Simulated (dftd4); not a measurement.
C$_{8}$H$_{11}$, doublet, geometry from GFN2-xTB; dftd4 with D4 for tpss.

The dftd4 input:
```
$ dftd4 mol.xyz --func tpss --charge 0 --json dftd4.json --noedisp

# file mol.xyz
19

C     -0.68815944     1.44991700     0.00095012
C      0.56583363     1.73356518     0.08871167
C      1.79109929     0.82554795     0.02487085
C      1.50500812    -0.60403953    -0.43816026
C      0.68712500    -1.36153488     0.56004900
C     -0.63005444    -1.50643390     0.52504570
C     -1.52106882    -0.88989058    -0.50082297
C     -1.84058581     0.59003881    -0.12756873
H      0.86302146     2.77101086     0.24522411
H      2.24134249     0.80682351     1.02225618
H      2.51200778     1.28723892    -0.65609232
H      0.99788479    -0.56333120    -1.40313238
H      2.46151711    -1.11561175    -0.57772975
H      1.24644255    -1.80315380     1.37471746
H     -1.12555719    -2.05542199     1.31466840
H     -1.05287984    -0.90382031    -1.48591503
H     -2.46618753    -1.43242675    -0.56048331
H     -2.38269051     0.59355470     0.82431665
H     -2.51008613     0.99211757    -0.89628244
```

Output, abridged:

```
                    ____  _____ _____     ____  _  _
      -------------|  _ \|  ___|_   _|---|  _ \| || |------------
     |             | | | | |_    | | ___ | | | | || |_           |
     |             | |_| |  _|   | ||___|| |_| |__   _|          |
     |             |____/|_|     |_|     |____/   |_|            |
     |             ===================================           |
     |            E. Caldeweyher, S. Ehlert & S. Grimme          |
     |          Mulliken Center for Theoretical Chemistry        |
     |                    University of Bonn                     |
      -----------------------------------------------------------

Rational (Becke-Johnson) damping: tpss-D4-ATM
---------------------
  s6         1.0000
  s8         1.7660
  s9         1.0000
  a1         0.4282
  a2         4.5426
 alp        16.0000
--------------------

Dispersion energy:      -2.5521814925701E-02 Eh

[Info] JSON dump of results written to 'dftd4.json'
```
